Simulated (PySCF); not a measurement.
# $^{29}$Si chemical shifts

No solvent, single conformer, one averaged value for each set of equivalent atoms, no relativistic terms. NMR shieldings at PBE0/pcSseg-1/GIAO; geometry from GFN2-xTB; PySCF 2.14.0 with density-fitted response routines.

Shieldings were converted by a linear fit to measured shifts: $^{29}$Si: δ = 279.94 − 0.822σ (rms 8.9 ppm, 72 shifts, 25.8 ppm with the 6 outliers that the fit left out vs TMS, solution or neat liquid). A few per cent of atoms miss by over 2 rms, more outside the fitted compound classes.

(1) Give the $^{29}$Si shifts of `C=C(F)[Si]1(C)[SiH2]O[SiH2]1`.

(2) Order these by $^{29}$Si shift, lowest first.
A. FC(F)[C@@H]1[SiH2]SCS[C@@H]1F
B. CCO[Si@H](O)C(C)(C)C
C. C[Si@@H]1SC[C@H](C(F)(F)F)S1
D. C=CS[SiH2]SCC(F)(F)F

Answers

(1) 
```tsv
compound	environment	δ (ppm)
[CH2:1]=[C:2]([F:3])[Si:4]1([CH3:5])[SiH2:6][O:7][SiH2:8]1	Si4: silicon bonded to 2 C, 2 Si, in a 4-membered ring	8.9
[CH2:1]=[C:2]([F:3])[Si:4]1([CH3:5])[SiH2:6][O:7][SiH2:8]1	Si6/8: silicon bonded to O, Si, 2 H, in a 4-membered ring (×2)	-1.6
```

(2) A (-39.1 ppm, silicon bonded to C, S, 2 H, in a 6-membered ring), B (-24.4 ppm, silicon bonded to C, 2 O, H), D (-11.7 ppm, silicon bonded to 2 S, 2 H), C (19.0 ppm, silicon bonded to C, 2 S, H, in a 5-membered ring).
